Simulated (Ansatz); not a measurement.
## The vertical ionisation energy down a group: F to I

One atom is swapped for its congeners: GaH2F `[F][GaH2]`; GaH2Cl `[Cl][GaH2]`; GaH2Br `[GaH2][Br]`; GaH2I `[GaH2][I]`. All are singlets with charge 0.

Shapes, held fixed at every level: PBE0-D4/def2-TZVP. Programs: Ansatz 0.2.0. Values in eV.

```json
{"level": "PBE-D4/def2-TZVPP", "GaH2F": "11.17", "GaH2Cl": "10.46", "GaH2Br": "10.07", "GaH2I": "9.46"}
{"level": "r2SCAN-D4/def2-TZVPP", "GaH2F": "11.35", "GaH2Cl": "10.65", "GaH2Br": "10.26", "GaH2I": "9.59"}
{"level": "PBE0-D4/def2-TZVPP", "GaH2F": "11.54", "GaH2Cl": "10.79", "GaH2Br": "10.35", "GaH2I": "9.65"}
{"level": "wB97M-V/def2-TZVPP", "GaH2F": "11.75", "GaH2Cl": "11.02", "GaH2Br": "10.48", "GaH2I": "9.66"}
{"level": "wB97X-V/def2-TZVPP", "GaH2F": "11.81", "GaH2Cl": "11.09", "GaH2Br": "10.56", "GaH2I": "9.75"}
{"level": "B2PLYP/def2-TZVPP", "GaH2F": "11.64", "GaH2Cl": "10.92", "GaH2Br": "10.45", "GaH2I": "9.69"}
```

At B2PLYP/def2-TZVPP the vertical ionisation energy falls at every step, from 11.64 to 9.69 eV. Every level shows the same order. For atoms past krypton def2 sets carry core potentials with scalar relativity. Relativity is left out for Br, Ga unless named. Correlated rows may include outer-core shells of Br, Ga, I, which these sets cover unevenly. The lone pairs of the heavier congeners lie higher, so an electron comes off more easily. Spin-orbit coupling, which grows down the group, is left out.
